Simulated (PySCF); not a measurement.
S³⁺ (sulfur, charge +3): UHF calculation

Configuration: [Ne] 3s2 3p1, 2P determinant. Calculation: PySCF 2.14, in pcseg-2; no relativity, point nucleus.

```
Total energy                                                  : -395.072995 hartree
One-electron energy                                           : -526.7937 hartree
Hartree (Coulomb) energy                                      : 155.7141 hartree
Exchange energy                                               : -23.9934 hartree
Kinetic energy                                                : 395.51358 hartree
⟨S²⟩                                                          : 0.7611
⟨L²⟩                                                          : 2.034
Sum of ⟨r⟩                                                    : 8.540 bohr
Sum of ⟨r²⟩                                                   : 10.67 bohr²
Traceless quadrupole moment −½Σ⟨3z² − r²⟩ along its main axis : -1.32 e·bohr²
Density at the nucleus (Gaussians lack the cusp)              : 2610 bohr⁻³
Spin density at the nucleus                                   : 0.124 bohr⁻³
Langevin diamagnetic susceptibility                           : -8.45 ×10⁻⁶ cm³/mol
Time after the integrals                                      : 0.06 s of wall time on 1 thread of Neoverse-V2 (shared host)
```

```tsv
shell	electrons	mean orbital energy (eV)	spread (eV)	rms radius, mean of both spins (bohr)
1s α	1	-2545.9	0	0.113
1s β	1	-2545.5	0	0.113
2s α	1	-286.73	0	0.518
2s β	1	-286.35	0	0.518
2p α	3	-223.60	0.682	0.490
2p β	3	-222.92	0.841	0.490
3s α	1	-59.290	0	1.65
3s β	1	-55.809	0	1.65
3p α	1	-46.988	0	1.80
```
